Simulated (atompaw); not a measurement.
**Which change was made? (Rh, PAW (atompaw))**

```json
{
  "Element": "Rh",
  "Generator": "atompaw 4.2.0.5",
  "Type": "PAW",
  "Functional": "LDA (PW92)",
  "Relativity": "scalar-relativistic",
  "Frozen core": "[Kr]",
  "Valence charge": "9",
  "Reference configuration": "4d8 5s1 5p0",
  "Partial waves": "5s (bound): rc 2.80 bohr; 5s channel at 0.3 Ry: rc 2.80 bohr; 5p (bound, empty): rc 2.80 bohr; 5p channel at 0.5 Ry: rc 2.80 bohr; 4d (bound): rc 2.80 bohr; 4d channel at 2.75 Ry: rc 1.50 bohr",
  "Local potential": "bessel scheme, radius 2.40 bohr",
  "Core correction": "smooth core density matched at 2.00 bohr",
  "Augmentation charge": "sinc compensation charge, radius 2.05 bohr; PAW radius 2.80 bohr; waves and projectors: custom rrkj gramschmidtortho"
}
```

Cutoffs, loose and tight: the cutoffs (Ry, on a coarse ladder) from which the occupation-weighted sum of valence levels, in a spherical-Bessel basis at the reference potential, stays within 10 and 1 mRy of its value at 400 Ry. They see the waves, projectors and local potential, not the compensation charge or the core.

The base gives: outcome: generated; cutoff, loose: 12 Ry; cutoff, tight: 21 Ry; bound ghosts: none.

(1) After one change the result is: outcome: generated; cutoff, loose: 18 Ry; cutoff, tight: 30 Ry; bound ghosts: none. Which change was it?
A. core [Ar] 3d10 4s2, valence charge 15; reference 4p6 4d8 5s1 5p0; waves now 5s (bound): rc 3.00 bohr; 5s channel at 4.8 Ry: rc 3.00 bohr; 4p (bound): rc 1.50 bohr; 5p (bound): rc 3.00 bohr; 4d (bound): rc 2.15 bohr; 4d channel at -0.15 Ry: rc 2.15 bohr; local potential bessel scheme, radius 2.95 bohr; core correction smooth core density matched at 1.60 bohr; augmentation sinc compensation charge, radius 2.80 bohr; PAW radius 3.00 bohr; waves and projectors: custom rrkj gramschmidtortho
B. wave 4d (bound): rc 2.80 bohr becomes 4d (bound): rc 2.36 bohr
C. local potential troulliermartins scheme with l = 3 at -0.5 Ry, radius 2.40 bohr

## Answers

(1) B. The others give: local potential troulliermartins scheme with l = 3 at -0.5 Ry, radius 2.40 bohr → outcome: generated; cutoff, loose: 12 Ry; cutoff, tight: 21 Ry; bound ghosts: s | core [Ar] 3d10 4s2, valence charge 15; reference 4p6 4d8 5s1 5p0; waves now 5s (bound): rc 3.00 bohr; 5s channel at 4.8 Ry: rc 3.00 bohr; 4p (bound): rc 1.50 bohr; 5p (bound): rc 3.00 bohr; 4d (bound): rc 2.15 bohr; 4d channel at -0.15 Ry: rc 2.15 bohr; local potential bessel scheme, radius 2.95 bohr; core correction smooth core density matched at 1.60 bohr; augmentation sinc compensation charge, radius 2.80 bohr; PAW radius 3.00 bohr; waves and projectors: custom rrkj gramschmidtortho → outcome: generated; cutoff, loose: 35 Ry; cutoff, tight: 70 Ry; bound ghosts: none.
